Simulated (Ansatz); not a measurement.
Redistribution: CH2ClF + CHBr2I → CH2FI + CHBr2Cl

Species: CH2ClF (chlorofluoromethane) `FCCl`, singlet; CHBr2I (dibromoiodomethane) `BrC(Br)I`, singlet; CH2FI (fluoroiodomethane) `FCI`, singlet; CHBr2Cl (chlorodibromomethane) `ClC(Br)Br`, singlet. The partners trade Cl for I; both sit on C, so the bond types are kept.

Shapes, held fixed at every level: PBE0-D4/def2-TZVP. Programs: Ansatz 0.2.0. The zero-point and thermal change to 298 K, harmonic and unscaled (PBE0-D4/def2-TZVP), is -0.7 kJ/mol.

```tsv
level	kind	ΔH(298 K) (kJ/mol)	less CCSD(T)/def2-TZVPP	CPU time (sum over the molecules)
HF/def2-SVP	Hartree–Fock	+11.1	+1.5	–
BHLYP-D4/def2-TZVPP	global hybrid	+9.9	+0.3	27 s
PBE0-D4/def2-TZVPP	global hybrid	+6.4	-3.2	24 s
r2SCAN0-D4/def2-TZVPP	global hybrid	+5.9	-3.7	44 s
CCSD(T)/def2-SVP	coupled cluster or CI	+10.0	+0.4	27 s
CCSD/def2-TZVPP	coupled cluster or CI	+9.5	-0.1	–
CCSD(T)/def2-TZVPP	coupled cluster or CI	+9.6	0.0	4.5 min
```

The highest level, CCSD(T)/def2-TZVPP, gives ΔH(298 K) = +9.6 kJ/mol; the levels span +5.9 to +11.1. The column of differences is taken from that level and isn't an error. No measured value is set beside it here. For atoms past krypton def2 sets carry core potentials with scalar relativity. Relativity is left out for Br. Outer-core shells of Br, I are correlated, in sets that cover them unevenly. Times are processor times on shared x86 and Arm servers, and rough.
